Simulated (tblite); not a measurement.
(PF2)3P, P₄F₆.
Cartesian coordinates in Å at the GFN2-xTB level; atoms count from 1:
```
atom  x, y, z in Å
F1    -2.3745    1.2354   -0.0683
P2    -0.7899    1.5286   -0.0809
F3    -0.8361    2.3386   -1.4639
P4    -0.1466   -0.4410   -0.8438
P5    -0.6736   -0.9983    1.2264
F6    -2.0126   -1.8307    0.9363
F7     0.2565   -2.3106    1.3286
P8     1.7043    0.1782    0.1883
F9     2.1894    1.2682   -0.8951
F10    2.6920   -0.9640   -0.3502
```

Level: GFN2-xTB in tblite, geometry and Hessian alike; calculated harmonic values, unscaled, isolated species. Against measured fundamentals such values can be off by several per cent, at times by over 20. One conformer, not necessarily the lowest.

Harmonic wavenumbers (cm⁻¹): 35.9, 36.5, 37.2, 92.4, 92.5, 135.6, 173.5, 196.3, 213.8, 213.8, 274.4, 274.6, 348.3, 349.0, 349.1, 451.3, 451.5, 564.9, 703.9, 729.3, 729.5, 772.0, 772.3, 776.2.

A = 811.6, B = 810.5, C = 448.8 MHz; mass 237.885 u (most abundant isotopes); point group C3, symmetry number 3.

Q: What is the zero-point energy?

A: Half the sum of the wavenumbers: 4387 cm⁻¹ = 12.54 kcal/mol.

Q: What is S at 298.15 K and 1 bar for an ideal gas of classical rigid rotors and harmonic oscillators?

A: Translation 42.33, rotation 29.18, vibration 45.27: S = 116.8 cal/(mol K).

Q: And Cp and H(298.15 K) − H(0)?

A: Cp = 43.53 cal/(mol K), of which vibrations give 35.59 (their classical limit is 24 R = 47.7); H(298.15 K) − H(0) = 8.82 kcal/mol without the zero-point energy, 6.45 from vibrations.

Q: How do the functions run with temperature in this model?

A: 
```
T (K)  S (cal/(mol K))  Cp (cal/(mol K))  H − H(0) (kcal/mol)  G − H(0) (kcal/mol)  ln q(vib)
  150             90.9              31.8                 3.13               -10.50       5.98
  250            109.4              40.6                 6.79               -20.55      10.08
  400            130.2              47.7                13.48               -38.60      15.40
  600            150.4              51.6                23.47               -66.77      21.22
  900            171.8              53.7                39.33              -115.30      28.06
```

q(vib) and H(0) count from the zero-point level.

Q: What must be added to the electronic energy to get the Gibbs energy at 298.15 K and 1 bar?

A: ZPE + [H(298.15 K) − H(0)] − T·S = 12.54 + 8.82 − 34.82 = -13.46 kcal/mol.

Q: Blend soft modes into free rotors: weight 1/[1 + (100 cm⁻¹/ν̃)⁴] for the oscillator and the rest for a rotor with moment μB/(μ + B), μ = h/(8π²ν), B = 10⁻⁴⁴ kg m². What vibrational entropy results?

A: 39.77 cal/(mol K) in place of 45.27, which changes −T·S at 298.15 K by +1.64 kcal/mol.

Hindered rotation and anharmonicity are outside this model. Other conformers, if any are populated, would add a mixing term that is left out. The structure is chiral; the term R ln 2 for an equal mix with its mirror image is left out.
